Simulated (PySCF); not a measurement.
Species: C₄H₈FOP.
Structure used (PBE0-D3(BJ)/def2-SVP), in Å, numbered top down from 1:
```
atom  x, y, z in Å
C1     2.1079    0.1075    0.3512
O2     1.1109   -0.8104    0.0096
C3     0.5028   -0.5654   -1.2205
P4    -0.5268    1.0169   -1.4110
C5    -1.6262    0.8358   -0.1379
C6    -1.7831   -0.1929    0.9183
F7    -2.5552    1.7937   -0.0181
H8     2.5340   -0.2060    1.3137
H9     1.7064    1.1335    0.4554
H10    2.9173    0.1297   -0.4044
H11   -0.1393   -1.4324   -1.4418
H12    1.2583   -0.5078   -2.0306
H13   -0.9537   -0.9078    0.9195
H14   -1.8211    0.3072    1.9005
H15   -2.7468   -0.7144    0.7880
```

Computed with core-valence-separated Tamm–Dancoff BHandHLYP/aug-pcX-1 (pcseg-1 on H, def2-SVPD on P) in PySCF, non-relativistic, gas phase, PBE0-D3(BJ)/def2-SVP geometry. Absolute energies from this functional tend to lie a few eV below measured edges; no shift was applied.

The lowest roots of each edge with f over 0.003 (five at most, numbered afresh; weaker and dark ones are left out), with transition dipoles (au) in the frame of the coordinates:

```
root  edge  E (eV)       f       μx       μy       μz
   1     C  283.72  0.0742  -0.0639  -0.0537  -0.0608
   2     C  285.85  0.0087  -0.0159   0.0031  -0.0313
   3     C  285.86  0.0090   0.0240   0.0123  -0.0237
   4     C  286.26  0.0167  -0.0317  -0.0356  -0.0104
   5     C  286.62  0.0342   0.0225   0.0452   0.0482
   6     O  532.63  0.0093   0.0058  -0.0115   0.0233
   7     O  534.11  0.0084  -0.0194  -0.0090  -0.0136
   8     O  534.12  0.0135   0.0129   0.0278  -0.0095
   9     O  534.60  0.0088   0.0204   0.0014   0.0159
  10     O  535.26  0.0073   0.0188   0.0020   0.0143
  11     F  684.56  0.0098   0.0155   0.0122   0.0139
  12     F  686.35  0.0246   0.0280  -0.0251  -0.0072
  13     F  687.52  0.0113   0.0198  -0.0150  -0.0073
  14     F  688.10  0.0098  -0.0107   0.0210  -0.0049
```

Molecules are fixed in this frame and the field points along (1, 1, 0)/√2. What effective strengths 3 f cos²θ do the roots have (θ between field and μ)?

root 1 (C5): 0.144, root 2 (C3): 0.002, root 3 (C6): 0.014, root 4 (C1): 0.048, root 5 (C6): 0.048, root 6 (O2): 0.001, root 7 (O2): 0.016, root 8 (O2): 0.033, root 9 (O2): 0.009, root 10 (O2): 0.008, root 11 (F7): 0.019, root 12 (F7): 0.000, root 13 (F7): 0.001, root 14 (F7): 0.003. Root 1 is the strongest. Averaged over all orientations cos²θ is 1/3, which gives f back.

Hardware: Arm Neoverse V2, one thread, on a shared host. Cost: 26 s wall, 1.1 GiB resident at most.

One conformer stands for the species.
